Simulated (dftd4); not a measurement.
C₃H₇ (SMILES C[CH]C), doublet, at a GFN2-xTB geometry; D4 for wb97x (dftd4).

Input for dftd4:
```
$ dftd4 mol.xyz --func wb97x --charge 0 --json dftd4.json --noedisp

# file mol.xyz
10

C     -0.08073437     0.51425383     0.00202403
C      0.04477701    -0.19753283     1.29093157
C      0.04445320    -0.18802225    -1.29225504
H     -0.46360008     1.52072873     0.00525132
H      0.40419944     0.47041680     2.07407067
H      0.43018374     0.47888266    -2.06403124
H     -0.92265236    -0.59238384     1.63168364
H      0.72527311    -1.04407116     1.20462375
H      0.70335913    -1.05117986    -1.20587517
H     -0.92773804    -0.55458579    -1.64992641
```

Q: Write the output that dftd4 gives for this input, abridged.

A: 
```
                    ____  _____ _____     ____  _  _
      -------------|  _ \|  ___|_   _|---|  _ \| || |------------
     |             | | | | |_    | | ___ | | | | || |_           |
     |             | |_| |  _|   | ||___|| |_| |__   _|          |
     |             |____/|_|     |_|     |____/   |_|            |
     |             ===================================           |
     |            E. Caldeweyher, S. Ehlert & S. Grimme          |
     |          Mulliken Center for Theoretical Chemistry        |
     |                    University of Bonn                     |
      -----------------------------------------------------------

Rational (Becke-Johnson) damping: wb97x-D4-ATM
---------------------
  s6         1.0000
  s8         0.5093
  s9         1.0000
  a1         0.0662
  a2         5.4487
 alp        16.0000
--------------------

Dispersion energy:      -8.5564773564979E-03 Eh

[Info] JSON dump of results written to 'dftd4.json'
```
